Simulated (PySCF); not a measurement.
**Polarisability and C₆ of Ir (iridium, neutral)**

[Xe] 4f14 5d7 6s2, high-spin 4F determinant. Computed with PySCF 2.14 in aug-cc-pVDZ-PP with ECP60MDF (5s5p4d2f, 54 functions), with a scalar-relativistic core potential. Coupled (time-dependent) response in atomic units; α is the mean over directions. A double-zeta set is small for polarisabilities.

```
   method  mean α (bohr³)  C₆ (like pair)  S(−4)
      UHF           63.54           692.2   2115
      PBE           47.40           501.6  829.0
     PBE0           49.62           529.3  933.9
    B3LYP           47.87           506.2  840.4
CAM-B3LYP           49.13           522.2  892.5
```

S(−4) is the Cauchy moment in α(ω) = α(0) + S(−4) ω² + …

Reference α: 54 ± 7 bohr³ (recommended; Schwerdtfeger and Nagle, table of static dipole polarizabilities (2023 update)). Published C₆: 522.0 (Gould and Bucko (2016)).

Spin-orbit coupling is absent.

Hartree-Fock lies above the reference because it lacks correlation, which contracts the outer shell.

α(iu) at CAM-B3LYP:

```csv
u (hartree),α(iu) (bohr³)
0,49.13
0.0500,47.02
0.100,41.91
0.200,30.42
0.300,22.16
0.500,13.58
0.750,8.927
1.00,6.515
1.50,3.986
2.00,2.693
3.00,1.454
5.00,0.6087
```

Energies and moments cover only the electrons outside the core potential. Spin-orbit coupling, absent here, splits the open shell strongly.
